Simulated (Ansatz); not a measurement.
**Molecular dynamics of CH6BNSi**

Input:

```yaml
crystal:
  periodic: [false, false, false]
  atoms:
    - { symbol: Si, position_ang: [0.466129, 1.485254, 0.579676] }
    - { symbol: "N", position_ang: [-0.758682, 0.172121, -0.539532] }
    - { symbol: B, position_ang: [-0.592942, -0.871686, 0.395069] }
    - { symbol: C, position_ang: [0.120261, -1.010556, -0.964409] }
    - { symbol: H, position_ang: [-0.254162, 1.457458, -0.818324] }
    - { symbol: H, position_ang: [-0.388701, 1.731913, 1.785762] }
    - { symbol: H, position_ang: [1.58145, 0.557831, 0.971385] }
    - { symbol: H, position_ang: [-0.971066, -1.193676, 1.475481] }
    - { symbol: H, position_ang: [-0.315724, -1.55946, -1.806684] }
    - { symbol: H, position_ang: [1.196637, -0.820499, -1.075625] }
magnetization:
  spin_polarized: true
basis:
  gaussian: { orbitals: cc-pVDZ }
hamiltonian:
  xc: b3lyp
  dispersion: d4
md:
  timestep: 0.5
  n_steps: 200
  ensemble: nve
  temperature: 100.0
  initial_velocities: maxwell_boltzmann
  seed: 2794
```

Launched with:

```bash
$ ansatz run input.yaml --threads 2 --pin off --max-ram 3072MiB --backend cpu --events-out ev --progress --plain --runs-dir out
```

It starts at the highest image of a converged band. Of that band: Neighbouring images differ by up to 2.4 eV, so the band resolves the path poorly. A vibrational analysis at the climbing image gives one clearly imaginary mode, 1400i cm⁻¹: a first-order saddle point.

Output, in part (step lines, the closing report, with atoms numbered from 0):

```
md step     0: t =     0.00 fs  T =   100.0 K  F+E_penalty+E_count = -11175.98240471 eV  E_kin = 0.103408 eV  conserved = -11175.87899671 eV  (30 SCF iters)
md step     1: t =     0.50 fs  T =    98.0 K  F+E_penalty+E_count = -11175.98030446 eV  E_kin = 0.101340 eV  conserved = -11175.87896423 eV  (28 SCF iters)
md step     2: t =     1.00 fs  T =    92.5 K  F+E_penalty+E_count = -11175.97451238 eV  E_kin = 0.095639 eV  conserved = -11175.87887358 eV  (29 SCF iters)
md step     3: t =     1.50 fs  T =    84.8 K  F+E_penalty+E_count = -11175.96645356 eV  E_kin = 0.087703 eV  conserved = -11175.87875098 eV  (29 SCF iters)
md step     4: t =     2.00 fs  T =    76.8 K  F+E_penalty+E_count = -11175.95805232 eV  E_kin = 0.079420 eV  conserved = -11175.87863261 eV  (28 SCF iters)
md step     5: t =     2.50 fs  T =    70.2 K  F+E_penalty+E_count = -11175.95116306 eV  E_kin = 0.072610 eV  conserved = -11175.87855318 eV  (29 SCF iters)
md step     6: t =     3.00 fs  T =    66.2 K  F+E_penalty+E_count = -11175.94703506 eV  E_kin = 0.068503 eV  conserved = -11175.87853188 eV  (29 SCF iters)
md step     7: t =     3.50 fs  T =    65.2 K  F+E_penalty+E_count = -11175.94601494 eV  E_kin = 0.067450 eV  conserved = -11175.87856540 eV  (28 SCF iters)
[... lines left out ...]
Total energy: -11177.01200008 eV, -410.7476149523 hartree
Atom 0 at     0.493301     1.600239     0.578467 Å, force    -0.775494    -2.401842    -0.995254 eV/Å
Atom 1 at    -0.653489     0.289272    -0.611843 Å, force     0.183881     1.198830     2.588951 eV/Å
Atom 2 at    -0.447681    -1.112678     0.482439 Å, force     2.974549     2.191439     1.398002 eV/Å
Atom 3 at     0.082026    -0.985537    -0.967025 Å, force    -3.344330    -1.085289    -0.645479 eV/Å
Atom 4 at    -1.712758     0.265667    -0.545452 Å, force     1.560343    -0.108314    -0.777764 eV/Å
Atom 5 at    -0.537315     2.018264     1.637945 Å, force    -0.430959    -0.104827    -0.198827 eV/Å
Atom 6 at     0.540671    -0.632996     1.349290 Å, force    -0.682645    -0.059369    -0.918175 eV/Å
Atom 7 at    -1.256063    -1.574378     1.220734 Å, force    -0.707032    -0.164830    -0.572976 eV/Å
Atom 8 at    -0.619978    -1.462699    -1.698371 Å, force     0.923332    -0.156341     0.072065 eV/Å
Atom 9 at     1.112858    -0.985587    -1.299468 Å, force     0.298354     0.690542     0.049456 eV/Å
Dipole moment:    -0.221698     0.187086    -0.234813 e Å
```

The steps, from the saved trajectory:

| time (fs) | T (K) | potential energy less start (eV) | conserved less start (meV/atom) |
| --- | --- | --- | --- |
| 0.0 | 100 | 0.000 | 0.00 |
| 3.0 | 66 | 0.035 | 0.05 |
| 6.0 | 82 | 0.019 | 0.04 |
| 9.0 | 215 | -0.118 | 0.08 |
| 12.0 | 506 | -0.422 | -0.27 |
| 15.0 | 799 | -0.726 | -0.36 |
| 18.0 | 786 | -0.709 | 0.09 |
| 21.0 | 1202 | -1.142 | -0.17 |
| 24.0 | 1439 | -1.383 | 0.15 |
| 27.0 | 1154 | -1.091 | -0.12 |
| 30.0 | 770 | -0.692 | 0.06 |
| 33.0 | 849 | -0.779 | -0.43 |
| 36.0 | 937 | -0.870 | -0.44 |
| 39.0 | 1055 | -0.987 | 0.08 |
| 42.0 | 1508 | -1.460 | -0.44 |
| 45.0 | 1314 | -1.255 | 0.04 |
| 48.0 | 1103 | -1.037 | 0.02 |
| 51.0 | 1162 | -1.099 | -0.06 |
| 54.0 | 1341 | -1.280 | 0.33 |
| 57.0 | 1759 | -1.719 | -0.31 |
| 60.0 | 1542 | -1.492 | -0.04 |
| 63.0 | 1237 | -1.178 | -0.20 |
| 66.0 | 968 | -0.902 | -0.45 |
| 69.0 | 661 | -0.578 | 0.20 |
| 72.0 | 1381 | -1.330 | -0.56 |
| 75.0 | 1903 | -1.871 | -0.68 |
| 78.0 | 1850 | -1.810 | -0.03 |
| 81.0 | 1791 | -1.754 | -0.52 |
| 84.0 | 1112 | -1.048 | -0.11 |
| 87.0 | 909 | -0.836 | 0.05 |
| 90.0 | 1110 | -1.046 | -0.22 |
| 93.0 | 1080 | -1.011 | 0.19 |
| 96.0 | 1083 | -1.019 | -0.16 |
| 99.0 | 914 | -0.841 | 0.03 |

All steps were run. The conserved energy stayed within 0.68 meV per atom of its start (net change -0.33 meV per atom), so the integration is sound. The system heated up, since it started high on the potential surface and ran downhill. A run of 0.1 ps of so small a system gives no equilibrium averages. The orbitals stay closed-shell, which can raise the energy where a bond breaks towards radicals; this wasn't checked here.

The step under study would form N2–H5 and break Si1–H5. These pairs go: N2–H5 1.41 → 1.06 Å, Si1–H5 1.57 → 2.81 Å. In the last frame they stand as after the step (other bonds may differ from the relaxed reactants and products). Also parted: Si1–H7 1.50 → 2.36 Å. Also joined: B3–H7 2.67 → 1.40 Å. It ends as one piece, CH6BNSi. Pairs count as bonded within 1.25 times the sum of covalent radii (0.12 Å more for H–H).

Last frame:

```xyz
10
Properties=species:S:1:pos:R:3
Si 0.493 1.600 0.579
N -0.653 0.289 -0.612
B -0.448 -1.113 0.482
C 0.082 -0.986 -0.967
H -1.713 0.266 -0.545
H -0.537 2.018 1.638
H 0.541 -0.633 1.349
H -1.256 -1.574 1.221
H -0.620 -1.463 -1.698
H 1.113 -0.986 -1.300
```

Run time: 7.6 min on 2 threads of Intel(R) Xeon(R) Platinum 8488C (Sapphire Rapids), with other jobs on the host, peak memory 0.27 GiB.
